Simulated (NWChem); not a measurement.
Molecule: CH₄BeSe; SMILES [CH3][Be][SeH]

```xyz
7

Be     0.0514    -1.1017    -0.0018
C      0.0082    -2.7752     0.0002
H     -0.7224    -3.1743    -0.7257
H     -0.2582    -3.1891     0.9885
H      0.9884    -3.2066    -0.2722
Se     0.1425     0.9407    -0.0047
H     -1.3298     1.0111     0.0057
```
Atoms are numbered in this order, from 1.

Computed with NWChem. Pople sets run with spherical d functions. Geometry: optimised at PBE0/def2-SVP. GIAO values for the isolated, static molecule; σ is the absolute isotropic shielding, δ = σ(reference) − σ with the isolated reference molecule computed at the same levels (13C: tetramethylsilane, 1H: tetramethylsilane). Spin-orbit effects, on the heavy nuclei and on their neighbours, are missing.

| level | σ Be1 (ppm) | δ C2 (ppm) | δ H3 (rotor mean) (ppm) | σ Se6 (ppm) | δ H7 (ppm) |
|---|---|---|---|---|---|
| PBE/pcSseg-1 | 72.3 | -11.3 | -0.37 | 2160.3 | 0.09 |
| BHandHLYP/pcSseg-1 | 77.8 | -10.4 | -0.36 | 2220.3 | 0.15 |
| Hartree-Fock/6-31G* | … | … | -0.34 | … | 0.15 |

**Question.** Fill in the missing entries.

**Answer.** 
- Hartree-Fock/6-31G*, σ Be1 (ppm): 90.4
- Hartree-Fock/6-31G*, δ C2 (ppm): -7.1
- Hartree-Fock/6-31G*, σ Se6 (ppm): 2374.7
